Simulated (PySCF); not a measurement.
# From a computed spectrum to the compound

A species of 10 atoms with charge -1 has these harmonic modes (PBE0, small Gaussian bases with core potentials, PySCF 2.14.0):

| cm⁻¹ | km/mol | symmetry |
| --- | --- | --- |
| 48 | 15.9 |  |
| 70 | 1.9 |  |
| 72 | 2.3 |  |
| 124 | 0.4 |  |
| 137 | 0.6 |  |
| 153 | 0.0 |  |
| 215 | 0.0 |  |
| 292 | 32.3 |  |
| 294 | 32.6 |  |
| 349 | 356.1 |  |
| 360 | 3.2 |  |
| 361 | 0.5 |  |
| 384 | 162.3 |  |
| 386 | 167.0 |  |
| 393 | 0.9 |  |
| 1524 | 1.5 |  |
| 1524 | 1.9 |  |
| 1529 | 0.0 |  |
| 3467 | 68.8 |  |
| 3467 | 64.8 |  |
| 3469 | 1.6 |  |
| 3547 | 6.2 |  |
| 3548 | 32.0 |  |
| 3548 | 33.2 |  |

Which species is it, and in which structure?

[Dy(NH2)3]− (singlet in the valence; each metal's 4f electrons, 10 of them, lie in its core potential, out of spins and levels):
```xyz
10

Dy    0.0034   -0.0003    0.0035
N     2.3888   -0.0041   -0.2266
H     3.0286   -0.8016   -0.2932
H     3.0182    0.8031   -0.2702
N    -1.2119    2.0642    0.0045
H    -2.2295    2.1789    0.0355
H    -0.8712    3.0274   -0.0705
N    -1.2073   -2.0579    0.1901
H    -2.2196   -2.1744    0.2949
H    -0.8617   -3.0224    0.1783
```
Ideal gas at 298.15 K and 1 bar: S = 441.2 J/(mol K), Cp = 143.0 J/(mol K), H − H(0 K) = 30.5 kJ/mol (rigid rotor, harmonic modes, spin degeneracy alone, that of the 4f electrons in the core included; the modes under 60 cm⁻¹ make these uncertain). An lcecp potential fixes the number of 4f electrons, so in runs with it no electron can move into or out of that shell; real Dy(II) is rare or takes another configuration.
 The answer isn't unique; the calculation gave this one.
